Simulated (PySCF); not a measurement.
C₃H₆O₂Si, SMILES O=CC[SiH2]C=O at its GFN2-xTB optimised geometry (Å):

```
12

O      2.3083    -0.9831     0.0000
C      1.1075    -0.9831     0.0000
C      0.2474     0.2217     0.0000
Si    -0.1282     0.6554    -1.8341
C     -1.4331     2.0699    -1.7721
O     -1.3612     3.0700    -2.4359
H      0.5407    -1.9347    -0.0473
H      0.7745     1.0562     0.4627
H     -0.6811     0.0314     0.5355
H      1.0658     1.0983    -2.5415
H     -0.7883    -0.4856    -2.4793
H     -2.3083     1.9347    -1.0972
```

Computed with PBE/def2-TZVP run with PySCF 2.14.0. Cells within 0.4 Å of a nucleus heavier than hydrogen are left out (blank, or x).

Map of the HOMO−1 amplitude (bohr^(-3/2)), clipped to [-0.25, 0.25] on the plane z = 0.0 Å; orbital energy -6.12 eV, overall sign arbitrary:

```
|555555555555555555555555555|
|555555555555555555555555555|
|555555555555555555555555555|
|555555555555555555555555555|
|555555555555555555555555555|
|555555555555555555555555555|
|555555555555555555555555555|
|555555455555555555555555555|
|555555555555555555555555555|
|555555555555555555555555555|
|555555555555565555555555555|
|555555555555665445555555555|
|5555555555556xx345566655555|
|5555555555555xx235677665555|
|555555555555432235799865555|
|5555555555555443x57xx865555|
|5555555555555555xx4xx455555|
|555555555555566775200144555|
|555555555555668865311244555|
|555555555555668865433344555|
|555555555555566665444444555|
|555555555555556555544445555|
|555555555555555555555555555|
|555555555555555555555555555|
|555555555555555555555555555|
|555555555555555555555555555|
|555555555555555555555555555|
```
Scale: ten equal steps from -0.250 (start of '0') to 0.228 (end of '9'), in the order '0123456789'; x runs from -4.50 to 4.50, y from -4.50 (bottom) to 4.50 (top).
